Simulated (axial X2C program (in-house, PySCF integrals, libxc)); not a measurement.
## NdF: bond constants with and without spin–orbit coupling

Computed with an in-house all-electron X2C program for linear molecules (integrals from PySCF). Spin-free means the one-electron spin-free X2C Hamiltonian; two-component (2c) means X2C with spin–orbit coupling and atomic mean-field two-electron Coulomb and Gaunt terms, so the difference of the two also holds small scalar two-electron terms. Basis: Nd dyall-cv3z [13s14p9d8f3g], F dyall-av3z [7s6p3d2f] (cores contracted in-house); Gaussian nuclei, density fitting, unrestricted open shells. Masses: Nd 141.908 u, F 18.998 u.

Input file and command:
```json
{"zs": [60, 9], "q": 0, "bas": ["dyall-cv3z", "dyall-av3z"], "levels": ["PBE0", "HF", "PBE50", "B97-3", "TPSS"], "cc": true, "r0": 2.38, "thr": -2.0, "nmax": 140}
```
```bash
python so2c.py task.json out
```

Keys: zs atomic numbers; q charge; bas basis sets; levels methods; cc coupled cluster on or off; r0 starting distance in Å; thr threshold in hartree for freezing inner shells (an s shell follows its p shell); nmax most natural virtual spinors. HF also brings MP2.

State, spin-free: M_S = 5/2, Λ = 3 (beyond evenly filled blocks: 2 × σα, δ+α, δ-α, φ+α); electrons by block: σα: 16, σβ: 14, π+α: 7, π+β: 7, π-α: 7, π-β: 7, δ+α: 3, δ+β: 2, δ-α: 3, δ-β: 2, φ+α: 1. Fragments: Nd + F.

State, 2c: Ω = 5/2 (⟨Sz⟩ = -2.48, ⟨Lz⟩ = 4.98 at HF); electrons by block: 1/2: 22, -1/2: 22, 3/2: 10, -3/2: 10, 5/2: 3, -5/2: 2. Fragments: Nd + F.

```csv
Hamiltonian,level,Re (Å),ωe (cm⁻¹),ωexe (cm⁻¹),Be (cm⁻¹),De (eV),D0 (eV),k (mdyn/Å),μ (D)
spin-free,PBE0,2.076,503.2,2.09,0.2334,6.04,6.01,2.5,-2.90
spin-free,HF,2.143,470.9,1.89,0.2191,3.97,3.94,2.19,-2.87
spin-free,MP2,2.098,486.7,2.03,0.2285,5.78,5.75,2.34,n/a
spin-free,PBE50,2.079,504.2,2.05,0.2328,5.58,5.55,2.51,-2.89
spin-free,B97-3,2.093,486.6,2.09,0.2297,5.72,5.69,2.34,-2.96
spin-free,TPSS,2.074,508.9,2.14,0.2339,6.40,6.37,2.56,-2.54
2c,HF,2.141,470.8,1.9,0.2194,n/a,n/a,2.19,-2.95
2c,MP2,2.097,485.0,2.02,0.2287,n/a,n/a,2.32,n/a
2c,PBE50,2.079,503.2,2.04,0.2329,n/a,n/a,2.5,-2.98
```

Correlated methods: 21 electrons correlated (number of frozen shells: Nd 4 s, 3 p, 2 d; F 1 s), 349 virtual spin orbitals or spinors in MP2.

Dipoles are positive if F is the positive end.

One determinant describes the state; a PBE0 search over occupations chose it and may have missed a lower one. De is counted from the lowest determinant-based energies of the atoms at the same level, without counterpoise correction. De is not given where an atomic determinant may have missed its ground term or J level, or where the truncated virtual space spoils (T). Density functionals use the spin component along the axis (collinear). PBE0 can misorder states that lie within some tenths of an eV, so this need not be the ground state of the molecule. The nearest other spin-free determinant of the search, M_S = 5/2, Λ = 5, lies 0.04 eV up at the distance of the search. Without a current term, density functionals place determinants with orbital angular momentum somewhat too high. With several unpaired electrons one determinant need not be a pure state. A state of lower Ω lies just above, and one determinant can place such states too high, so the state shown need not be the lowest. The search has Ω = 1/2 only 0.06 eV up. At some level and bond length an empty orbital lies below a filled one.

The spin-free and the 2c determinant differ in configuration, so the two halves of the table describe two states.

No reliable constants came from B97-3 (2c), PBE0 (2c), TPSS (2c): no minimum in range, unconverged points, a curve that is not smooth, a change of character along it, or the two Hamiltonians disagreeing along it.

Rough cost a point (2c) on 2 thread(s) of a shared host, integrals apart: HF 3 s, PBE50 5 s.
